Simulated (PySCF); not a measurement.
Level of theory: ωB97X-D3(BJ)/def2-TZVP // PBE0-D3(BJ)/def2-SVP (PySCF 2.14.0). All species are isolated molecules in the gas phase. One relaxed conformer stands for a flexible species; it need not be the lowest. Delta-SCF ions had no search for a lower state. Excitations are Tamm–Dancoff values on a coarser integration grid. The basis has no diffuse functions, so Rydberg states are missing or too high.

Reference species (SMILES): `B[C@@]12CC[C@@H](C1)[C@@H](S)C2` (neutral, multiplicity 1).

```
Quantity                                 Result
--------------------------------------  -------
S1 excitation (TDA)                     5.64 eV
T1 excitation (TDA)                     5.17 eV
vertical ionisation energy (Delta-SCF)  8.96 eV
```

Changed species: `B[C@@H]1C[C@H]2CC[C@]1(S)C2`.

### Question
Predict the effect on the S1 excitation (TDA), T1 excitation (TDA) and vertical ionisation energy (Delta-SCF).

### Answer
the S1 excitation (TDA) falls by 0.04 eV, to 5.60 eV; the T1 excitation (TDA) rises by 0.02 eV, to 5.19 eV; the vertical ionisation energy (Delta-SCF) falls by 0.12 eV, to 8.84 eV.
